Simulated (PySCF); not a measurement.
# CsBi: one state, many levels of theory

State: ³Σ⁻ (triplet), unpaired electrons π ↑↑. Set-up: basis Cs def2-SVP with ECP46, Bi def2-SVP with ECP60; scalar-relativistic core potentials; PySCF 2.14. De refers to Cs + Bi in their high-spin ground configurations, without counterpoise correction. The functionals are run spin-unrestricted. A positive dipole means Cs(−)Bi(+). Levels whose curve was spin-contaminated or gave no clean fit are not listed.

```
       Level  Re (Å)  ωe (cm⁻¹)  De (eV)   μ (D)
        ROHF   3.832       78.1    0.066  -12.35
    ROHF-MP2   3.766       81.1     0.55     n/a
ROHF-SCS-MP2   3.783       79.8     0.54     n/a
         PBE   3.757       74.8     1.13   -8.23
        PW91   3.748       75.9     1.18   -8.35
      r²SCAN   3.774       75.2     1.04   -9.58
       TPSSh   3.756       76.9     1.18   -9.56
     r²SCANh   3.764       76.4     1.02   -9.90
        PBE0   3.736       78.1     1.04   -9.50
       HSE06   3.741       77.9     1.10   -9.35
```

Task: What does a quarter of exact exchange do here, going from PBE to PBE0?

Result: PBE0 less PBE: -2.1 pm in Re, +4.4 % in ωe, -0.09 eV in De. Exact exchange removes part of the self-interaction that spreads semilocal densities, and in most molecules shortens and stiffens the bond and lowers De; so it does here.

Task: What does the step from GGA to meta-GGA do here, going from PBE to r²SCAN?

Result: r²SCAN less PBE: +1.7 pm in Re, +0.5 % in ωe, -0.09 eV in De. 

Task: What does second-order correlation do here, going from ROHF to ROHF-MP2?

Result: ROHF-MP2 less ROHF: -6.6 pm in Re, +3.8 % in ωe, +0.48 eV in De. Correlation nearly always deepens the well. The bond shortens, as in weak, metallic or heavy-atom bonds, where dispersion and the correlation of outer-core electrons pull the atoms together.

Correlated steps freeze 4 core orbitals. Correlated levels converge slowly with the basis: in double zeta they bind strong bonds too weakly, by up to about 1 eV, and carry superposition errors of some tenths. These are scalar-relativistic numbers at best; spin–orbit coupling would shift them, the dissociation energy most. The state was picked by a PBE0 search and need not be the measured ground state.
